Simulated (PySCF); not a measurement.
All values below come from B3LYP-D3(BJ)/def2-TZVP // PBE0-D4/def2-TZVP (PySCF 2.14.0). All species are isolated molecules in the gas phase. B3LYP has the VWN-RPA correlation part, as in Gaussian. Excitations are Tamm–Dancoff values on a coarser integration grid. The basis has no diffuse functions, so Rydberg states are missing or too high.

Reference species (SMILES): `c1cscn1` (neutral, multiplicity 1).

The HOMO is -7.13 eV and the S1 oscillator strength is 0.000. The T1 excitation (TDA) is 3.93 eV and the hole reorganisation energy (four-point) is 0.469 eV.

Changed species: `c1cnsc1` (1 ring CH replaced by N; the reference has 1 ring CH replaced by N).

Question: Predict the effect on the HOMO, S1 oscillator strength, T1 excitation (TDA) and hole reorganisation energy (four-point).

Answer: the HOMO falls by 0.22 eV, to -7.35 eV; the S1 oscillator strength hardly moves; the T1 excitation (TDA) goes up by 0.29 eV, to 4.22 eV; the hole reorganisation energy (four-point) decreases by 0.194 eV, to 0.275 eV.
